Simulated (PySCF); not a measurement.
Run record: geometry optimisation, `[GaH4-]`.

Computed with PBE0-D3(BJ)/def2-SVP geometry optimisation, gas phase (PySCF 2.14.0). Start geometry: GFN2-xTB. The command runs a driver script over a list of jobs; the input below is this job's line of settings and its coordinates in Å.

Command:
```bash
OMP_NUM_THREADS=1 python probes_run.py task.json out
```

Input:
```
{"job": {"xc": "PBE0", "basis": "def2-SVP", "d3": "d3bj", "grid": 1, "shake": 0.03, "kind": "geom"}, "charge": -1, "multiplicity": 1}
Ga     0.064690    -0.075510     0.005650
H     -0.072570    -0.075190    -1.183120
H     -0.343940     0.816350     0.753040
H      0.968530     0.230560     0.742400
H     -0.524600    -1.000980    -0.414460
```

Output:
```
step   0  E = -1926.38433760  max force = 0.256873
step   1  E = -1926.52396753  max force = 0.167348
step   2  E = -1926.59460703  max force = 0.128221
step   3  E = -1926.66866885  max force = 0.076196
step   4  E = -1926.72224677  max force = 0.041161
step   5  E = -1926.74733075  max force = 0.012588
step   6  E = -1926.74959964  max force = 0.004289
step   7  E = -1926.74978985  max force = 0.002575
step   8  E = -1926.74980160  max force = 0.001953
step   9  E = -1926.74982394  max force = 0.000880
step  10  E = -1926.74983042  max force = 0.000273
optimisation converged
```

Energies in Eh; «max force» is the largest Cartesian gradient component in Eh/bohr.

Q: Give the first gradient maximum in eV/Å.

A: With 1 Eh/bohr = 51.422 eV/Å, 13.209 eV/Å.

Summary of the converged run: final energy -1926.74983 Eh after 10 steps.

Q: Give the final coordinates.

A: 0.583 Å rms from the input after alignment:
```
atom  x, y, z in Å
Ga1    0.0184   -0.0218   -0.0193
H2     0.1785    0.4278   -1.5742
H3    -0.9001    1.0672    0.7665
H4     1.4847   -0.0944    0.6772
H5    -0.6895   -1.4836    0.0533
```

Q: How long does this job take on one thread of an Intel Xeon Platinum 8175M at 2.50 GHz, shared host with 96 logical CPUs at a one-minute load of 52? And the peak memory of the process?

A: About 13 s, with 0.26 GiB resident at the peak, the Python interpreter and its libraries included.
Labels such as C1 count atoms from 1, the log's own numbers from 0.
